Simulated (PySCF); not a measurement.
Ligands exchanged one at a time, Al OH-SiH3. Gas-phase values, no solvent. One relaxed conformer stands for each flexible species; it need not be the lowest. Strings in code marks are SMILES.

Calculation: B3LYP-D3(BJ)/def2-TZVP (PySCF). B3LYP has the VWN-RPA correlation part, as in Gaussian. Excitations are Tamm–Dancoff values on a coarser integration grid. The basis has no diffuse functions, so Rydberg states are missing or too high.

```csv
species,LUMO (eV),brightest of the four lowest singlets (TDA) (eV),S1 excitation (TDA) (eV),S1 oscillator strength
0 of 3 OH replaced by SiH3 (`[OH][Al]([OH])[OH]`),-0.80,7.55,?,0.000
"1 of 3 OH replaced by SiH3 (`[Al]([OH])([SiH3])[OH]` (H–O–Al–Si torsion 180°, Si–Al–O–H torsion -180°))",-0.87,?,6.32,0.074
2 of 3 OH replaced by SiH3 (`[OH][Al]([SiH3])[SiH3]` (H–O–Al–Si torsion 180°)),?,6.17,3.97,0.000
3 of 3 OH replaced by SiH3 (`[Al]([SiH3])([SiH3])[SiH3]`),-2.77,–,3.37,0.000
```

Task: What belongs in the gaps?

Result: 
- 0 of 3 OH replaced by SiH3 (`[OH][Al]([OH])[OH]`), S1 excitation (TDA) (eV): 6.72
- 1 of 3 OH replaced by SiH3 (`[Al]([OH])([SiH3])[OH]` (H–O–Al–Si torsion 180°, Si–Al–O–H torsion -180°)), brightest of the four lowest singlets (TDA) (eV): 6.69
- 2 of 3 OH replaced by SiH3 (`[OH][Al]([SiH3])[SiH3]` (H–O–Al–Si torsion 180°)), LUMO (eV): -2.00
